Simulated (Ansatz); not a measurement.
Basis sets compared for Al13As14H34⁺, a nanocrystal cut from zinc blende AlAs (hydrogen-capped). Total charge 1; singlet. Geometry PBE-D4/def2-SVP. Ansatz on 11 threads of AMD EPYC 7R13 on a shared host and a whole NVIDIA H100 80GB HBM3; times are rough, and most runs start from earlier orbitals.

```xyz
61

Al   -0.283    4.956   -0.953
Al    2.684    2.236   -3.007
Al   -3.416    3.360   -0.079
Al   -4.361   -0.985   -0.157
Al    1.904   -1.914   -3.750
Al   -1.874   -3.472   -1.977
Al   -0.768    0.606   -1.818
Al    2.343    1.606    0.845
Al   -1.226    0.367    2.159
Al    1.241   -2.118    0.283
Al    5.031   -1.029   -0.975
Al   -1.824   -3.461    2.429
Al    1.973   -1.522    4.783
As   -1.612    2.921   -1.703
As    1.001    0.384   -3.497
As    1.560    3.971    0.489
As    3.868    1.206   -1.036
As   -2.595   -1.079   -1.910
As   -5.041    1.429   -0.160
As   -2.220    2.664    2.037
As   -3.023   -1.281    1.915
As   -0.094   -3.457   -3.740
As    2.902   -2.316   -1.518
As   -0.671   -3.663    0.188
As    0.356    0.185    0.319
As    0.002    0.049    4.294
As    2.439   -2.421    2.452
H    -1.334    5.504    0.149
H     0.309    5.813   -2.156
H     3.624    2.434   -4.279
H     1.774    3.417   -2.380
H    -4.189    4.746   -0.034
H    -5.580   -1.989   -0.355
H     2.810   -2.172   -5.032
H    -3.056   -4.504   -2.246
H     2.723    1.316    2.378
H     6.046   -1.179   -2.197
H     5.366   -1.382    0.556
H    -2.848   -4.646    2.717
H    -0.648   -2.985    3.430
H     1.352   -2.712    5.642
H     3.175   -0.542    5.153
H    -2.250    3.239   -3.051
H     0.329    0.719   -4.826
H     2.828    4.726    0.114
H     1.394    4.576    1.883
H     4.964    2.229   -0.736
H    -3.348   -0.864   -3.221
H    -5.908    1.650   -1.393
H    -6.128    1.637    0.889
H    -3.122    2.866    3.248
H    -1.161    3.703    2.377
H    -3.970   -0.996    3.078
H    -0.816   -3.369   -5.081
H     0.418   -4.885   -3.885
H     3.210   -3.813   -1.499
H    -0.023   -5.045    0.155
H     0.379    1.466    4.713
H    -1.099   -0.175    5.323
H     3.878   -2.077    2.076
H     2.607   -3.931    2.571
```

Single mean-field runs in def2-SVP, def2-TZVP are fitted with def2-universal-jkfit.

| level | functions | energy (Eh) | HOMO (eV) | LUMO (eV) | wall time |
| --- | --- | --- | --- | --- | --- |
| PBE-D4/def2-SVP | 852 | -34463.6373 | -8.48 | -4.96 | 8 s |
| PBE0-D4/def2-SVP | 852 | -34464.9374 | -9.51 | -4.32 | 11 s |

**Question.** Estimate the rows for PBE-D4/def2-TZVP (with forces), PBE0-D4/def2-TZVP.

**Answer.** 
```tsv
level	functions	energy (Eh)	HOMO (eV)	LUMO (eV)	wall time
PBE-D4/def2-TZVP (with forces)	1357	-34468.6075	-8.49	-5.00	16 s
PBE0-D4/def2-TZVP	1357	-34469.8777	-9.50	-4.33	19 s
```
